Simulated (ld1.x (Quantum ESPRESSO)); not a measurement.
**Pseudopotential generation for Rb: ultrasoft, revPBE, non-relativistic.**

ld1.x (Quantum ESPRESSO) 7.5 was run on this input:

```
&input
   title='Rb', zed=37., rel=0, dft='REVPBE', iswitch=3,
   config='[Kr] 4d-2 5s1 5p0',
   nld=3, rlderiv=3.30, eminld=-4.0, emaxld=5.0, deld=0.02
 /
 &inputp
   pseudotype=3, tm=.true., lloc=-2, rcloc=2.50,
   nlcc=.true., new_core_ps=.true.,
   which_augfun='PSQ', rmatch_augfun_nc=.true.,
   file_pseudopw='Rb.UPF', file_wfcaegen='ae.wfc', file_wfcncgen='nc.wfc', file_beta='beta', file_chi='chi', file_wfcusgen='us.wfc'
 /
6
4S  1  0   2.00   0.00  2.35  2.80  0.0
5S  2  0   1.00   0.00  2.35  2.80  0.0
4P  2  1   6.00   0.00  2.35  3.05  0.0
5P  3  1   0.00   0.00  2.35  3.05  0.0
4D  3  2  -2.00  -0.05  2.30  2.85  0.0
4D  3  2  -2.00   2.65  2.30  2.85  0.0
 &test
   configts(1)='4s2 4p6 5s1 5p0'
 /
```

Command:

```bash
ld1.x < Rb.in > Rb.out
```

Resulting log (shortened: banner, matrices, multipoles, cross overlaps and the repeated all-electron block are left out):

```
Program LD1 v.7.5
     --------------------------- All-electron run ----------------------------

     Rb

     atomic number is 37.00
     dft =REVPBE   lsd =0 sic =0 latt =0  beta=0.20 tr2=1.0E-14
     Exchange-correlation= REVPBE
                           (   1   4   4   4   0   0   0)
     mesh =1219 r(mesh) = 100.89517 a.u. xmin = -7.00 dx = 0.01250
     1 Ry =  13.60569312 eV

     n l     nl                  e(Ry)          e(Ha)          e(eV)
     1 0     1S 1( 2.00)     -1083.6500      -541.8250    -14743.8087
     2 0     2S 1( 2.00)      -142.7793       -71.3897     -1942.6114
     2 1     2P 1( 6.00)      -129.6198       -64.8099     -1763.5676
     3 0     3S 1( 2.00)       -21.1055       -10.5528      -287.1555
     3 1     3P 1( 6.00)       -16.3584        -8.1792      -222.5669
     4 0     4S 1( 2.00)        -2.2667        -1.1333       -30.8398
     4 1     4P 1( 6.00)        -1.1807        -0.5904       -16.0647
     3 2     3D 1(10.00)        -7.8118        -3.9059      -106.2847
     5 0     5S 1( 1.00)        -0.1579        -0.0790        -2.1490
     5 1     5P 1( 0.00)        -0.0579        -0.0289        -0.7873

     final scf error:  5.6E-15 reached in  27 iterations

     Etot =   -5879.795763 Ry,   -2939.897881 Ha,  -79998.696775 eV

     Ekin =    5876.568101 Ry,    2938.284050 Ha,   79954.782196 eV
     Encl =  -14036.301894 Ry,   -7018.150947 Ha, -190973.616150 eV
     Eh   =    2478.688677 Ry,    1239.344338 Ha,   33724.277486 eV
     Exc  =    -198.750647 Ry,     -99.375323 Ha,   -2704.140307 eV

     normalization and overlap integrals

     s(1S/1S) =  1.000000  <r> =   0.0413  <r2> =    0.0023  r(max) =   0.0274
     s(2S/2S) =  1.000000  <r> =   0.1822  <r2> =    0.0391  r(max) =   0.1536
     s(2P/2P) =  1.000000  <r> =   0.1569  <r2> =    0.0301  r(max) =   0.1211
     s(3S/3S) =  1.000000  <r> =   0.5217  <r2> =    0.3123  r(max) =   0.4614
     s(3P/3P) =  1.000000  <r> =   0.5234  <r2> =    0.3200  r(max) =   0.4500
     s(4S/4S) =  1.000000  <r> =   1.4848  <r2> =    2.5132  r(max) =   1.2861
     s(4P/4P) =  1.000000  <r> =   1.7309  <r2> =    3.4761  r(max) =   1.4392
     s(3D/3D) =  1.000000  <r> =   0.5235  <r2> =    0.3354  r(max) =   0.3922
     s(5S/5S) =  1.000000  <r> =   5.4202  <r2> =   33.7998  r(max) =   4.6024
     s(5P/5P) =  1.000000  <r> =   7.7660  <r2> =   69.8648  r(max) =   6.2126

     ------------------------ End of All-electron run ------------------------

     --------------------- Generating US pseudopotential ---------------------

      Generating local potential from pseudized AE potential:
      Matching radius rcloc =   2.5000
      Enforcing V''(0)=0 (lloc=-2)

      Local pseudo, rcloc= 2.494 Estimated cut-off energy=     5.21 Ry

      Computing core charge for nlcc:

       r > 0.94 : true rho core
      Core charge pseudized with two Bessel functions
      Integrated core pseudo-charge :  13.29
      Wfc-us  4S rcutus= 2.827  Estimated cut-off energy=     7.06 Ry
      Wfc-us  5S rcutus= 2.827  Estimated cut-off energy=    14.48 Ry
      Wfc-us  4P rcutus= 3.047  Estimated cut-off energy=     9.22 Ry
      Wfc-us  5P rcutus= 3.047  Estimated cut-off energy=    17.31 Ry
      Wfc-us  4D rcutus= 2.827  Estimated cut-off energy=    13.59 Ry
      Wfc-us  4D rcutus= 2.827  Estimated cut-off energy=    12.42 Ry

     Q pseudized with Bessel functions
     Expected ecutrho=      75.8548 due to l1=  2   l2=  2

     ------------------- End of pseudopotential generation -------------------

     Computing logarithmic derivative in   3.30472
     Computing logarithmic derivative in   3.30472
     Computing the partial wave expansion
     R is outside the sphere for l=    0 j= 0.00
     R is outside the sphere for l=    0 j= 0.00
     R is outside the sphere for l=    1 j= 0.00
     R is outside the sphere for l=    1 j= 0.00
     R is outside the sphere for l=    2 j= 0.00
     R is outside the sphere for l=    2 j= 0.00

     ---------------------- Testing the pseudopotential ----------------------

     Rb

     atomic number is 37.00   valence charge is  9.00
     dft =REVPBE   lsd =0 sic =0 latt =0  beta=0.20 tr2=1.0E-14
     mesh =1219 r(mesh) = 100.89517 xmin = -7.00 dx = 0.01250

     n l     nl             e AE (Ry)        e PS (Ry)    De AE-PS (Ry)
     1 0     4S   1( 2.00)       -2.26668       -2.26668       -0.00000
     2 1     4P   1( 6.00)       -1.18073       -1.18073       -0.00000
     2 0     5S   1( 1.00)       -0.15795       -0.15795        0.00000
     3 1     5P   1( 0.00)       -0.05787       -0.05787        0.00000

     eps = 3.2E-16  iter =  1

     Etot =   -5879.795763 Ry,   -2939.897881 Ha,  -79998.696775 eV
     Etotps =   -86.551274 Ry,     -43.275637 Ha,   -1177.590078 eV

     Ekin =       8.596858 Ry,       4.298429 Ha,     116.966212 eV
     Encl =     -84.363822 Ry,     -42.181911 Ha,   -1147.828269 eV
     Ehrt =      38.720506 Ry,      19.360253 Ha,     526.819325 eV
     Ecxc =     -47.170960 Ry,     -23.585480 Ha,    -641.793603 eV
     (Ecc =     -37.768154 Ry,     -18.884077 Ha,    -513.861913 eV)
     Epseu=      -2.333857 Ry,      -1.166929 Ha,     -31.753743 eV

     ---------------------- End of pseudopotential test ----------------------
```

Generation and configuration tests took about 0.89 s on one core of a shared server CPU.

Transferability test of the new file with ld1.x, input:

```
&input
   title='Rb', zed=37., rel=0, dft='REVPBE', iswitch=2,
   config='[Kr] 4d-2 5s1 5p0'
 /
 &test
   file_pseudo='Rb.UPF', nconf=6,
   configts(1)='4s2 4p6 5s1 5p0',
   configts(2)='4s2 4p6 5s0 5p0',
   configts(3)='4s2 4p6 5s0.5 5p0',
   configts(4)='4s2 4p6 5s0 5p1',
   configts(5)='4s2 4p5 5s1 5p0',
   configts(6)='4s1 4p6 5s1 5p0'
 /
```

```bash
ld1.x < Rb.test.in > Rb.test.out
```

Pseudopotential blocks of its output, shortened (energy terms left out):

```
     ---------------------- Testing the pseudopotential ----------------------

     n l     nl             e AE (Ry)        e PS (Ry)    De AE-PS (Ry)
     1 0     4S   1( 2.00)       -2.26668       -2.26668       -0.00000
     2 1     4P   1( 6.00)       -1.18073       -1.18073       -0.00000
     2 0     5S   1( 1.00)       -0.15795       -0.15795       -0.00000
     3 1     5P   1( 0.00)       -0.05787       -0.05787        0.00000

     eps = 4.4E-16  iter =  1

     Etot =   -5879.795763 Ry,   -2939.897881 Ha,  -79998.696776 eV
     Etotps =   -86.551274 Ry,     -43.275637 Ha,   -1177.590078 eV

     ---------------------- End of pseudopotential test ----------------------

          ---------------------- Testing the pseudopotential ----------------------

     n l     nl             e AE (Ry)        e PS (Ry)    De AE-PS (Ry)
     1 0     4S   1( 2.00)       -2.67782       -2.67838        0.00056
     2 1     4P   1( 6.00)       -1.58868       -1.58850       -0.00018
     2 0     5S   1( 0.00)       -0.43997       -0.44020        0.00023
     3 1     5P   1( 0.00)       -0.27262       -0.27119       -0.00144

     eps = 3.7E-15  iter =  7

     Etot =   -5879.499891 Ry,   -2939.749946 Ha,  -79994.671240 eV
     Etotps =   -86.255343 Ry,     -43.127671 Ha,   -1173.563727 eV
     dEtot_ae =       0.295871 Ry
     dEtot_ps =       0.295931 Ry,   Delta E=      -0.000060 Ry

     ---------------------- End of pseudopotential test ----------------------

          ---------------------- Testing the pseudopotential ----------------------

     n l     nl             e AE (Ry)        e PS (Ry)    De AE-PS (Ry)
     1 0     4S   1( 2.00)       -2.45654       -2.45666        0.00012
     2 1     4P   1( 6.00)       -1.36961       -1.36949       -0.00012
     2 0     5S   1( 0.50)       -0.29101       -0.29105        0.00004
     3 1     5P   1( 0.00)       -0.16472       -0.16446       -0.00026

     eps = 6.7E-15  iter =  8

     Etot =   -5879.684298 Ry,   -2939.842149 Ha,  -79997.180221 eV
     Etotps =   -86.439803 Ry,     -43.219902 Ha,   -1176.073436 eV
     dEtot_ae =       0.111465 Ry
     dEtot_ps =       0.111471 Ry,   Delta E=      -0.000006 Ry

     ---------------------- End of pseudopotential test ----------------------

          ---------------------- Testing the pseudopotential ----------------------

     n l     nl             e AE (Ry)        e PS (Ry)    De AE-PS (Ry)
     1 0     4S   1( 2.00)       -2.36590       -2.37720        0.01130  !
     2 1     4P   1( 6.00)       -1.27805       -1.28475        0.00670  !
     2 0     5S   1( 0.00)       -0.20314       -0.20573        0.00259
     3 1     5P   1( 1.00)       -0.09889       -0.09858       -0.00031

     eps = 5.9E-15  iter = 19

     Etot =   -5879.693606 Ry,   -2939.846803 Ha,  -79997.306862 eV
     Etotps =   -86.447807 Ry,     -43.223903 Ha,   -1176.182332 eV
     dEtot_ae =       0.102157 Ry
     dEtot_ps =       0.103467 Ry,   Delta E=      -0.001311 Ry

     ---------------------- End of pseudopotential test ----------------------
```

The test run then stopped with an error in chargeps: “negative rho”.
